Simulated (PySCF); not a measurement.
C2F5, SMILES F[C](F)C(F)(F)F, multiplicity 2. Atoms are numbered in the order given.

```xyz
7

F      1.5009    -0.0020    -1.0899
C      0.8656     0.3543     0.0000
F      1.5009    -0.0020     1.0899
C     -0.6078     0.0200     0.0000
F     -0.8115    -1.2996     0.0000
F     -1.1811     0.5270     1.0818
F     -1.1811     0.5270    -1.0818
```
Charge 0, spin multiplicity 2.

Geometry: PBE0-D3(BJ)/def2-SVP. The isomer is the one that the SMILES or the coordinates give; other isomers of the formula were not compared.

Method: PBE/pcH-1 run with PySCF.

Unrestricted Kohn–Sham, ⟨S²⟩ = 0.752. Hyperfine tensors hold the contact and dipolar terms, without spin-orbit corrections.

Computed hyperfine couplings:
| nucleus | A(iso) (MHz) | A(iso) (G) | dipolar principal values (MHz) |
|---|---|---|---|
| 19F no. 1 | 179.7 | 64.1 | -250.8, -235.0, 485.9 |
| 13C no. 2 | 371.0 | 132.4 | -73.6, -73.1, 146.8 |
| 19F no. 3 | 179.7 | 64.1 | -250.8, -235.0, 485.9 |
| 13C no. 4 | 45.3 | 16.2 | -6.4, -6.4, 12.8 |
| 19F no. 5 | 118.6 | 42.3 | -77.0, -75.4, 152.4 |
| 19F no. 6 | -3.8 | -1.4 | -10.5, -7.6, 18.0 |
| 19F no. 7 | -3.8 | -1.4 | -10.5, -7.6, 18.0 |
